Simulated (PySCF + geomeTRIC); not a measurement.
The multiplicity is imposed and other spin states were not computed.

Species: [Zn(NH2)2] (charge 0, multiplicity 1).

### Question
Give a relaxed geometry from TPSS-D3(BJ)/def2-SVP run with PySCF + geomeTRIC.

### Answer
One answer among several that fit: the end point of this relaxation, one of several conformers.
Cartesian coordinates (Å) in one orientation:
```xyz
7

Zn     0.028     0.009     0.005
N     -0.415    -1.241    -1.255
H      0.374    -1.780    -1.630
H     -0.912    -0.866    -2.072
N      0.202     1.258     1.330
H      1.073     1.802     1.302
H      0.138     0.880     2.283
```
